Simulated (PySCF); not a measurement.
# Sc⁺: excitation energy

Sc⁺ [Ar] 3d1 4s1 (3D) → Sc⁺ [Ar] 4s1 4p1, s spin flipped, as a difference of total energies. Computed with PySCF 2.14 in aug-cc-pVTZ (8s7p5d3f2g, 93 functions), with no relativity, point nucleus. Correlated levels: valence: [Ar] frozen. The calculations carry no spin-orbit coupling.

| method | excitation energy (cm⁻¹) |
| --- | --- |
| UHF | 47418 |
| MP2 (valence) | 42810 |
| SCS-MP2 (valence) | 41262 |

The upper determinant mixes two multiplicities, so it lies between the two terms.

The coupled-cluster amplitudes are large for the upper state (T1 above 0.03 or a double amplitude above 0.15), so a single reference is strained.
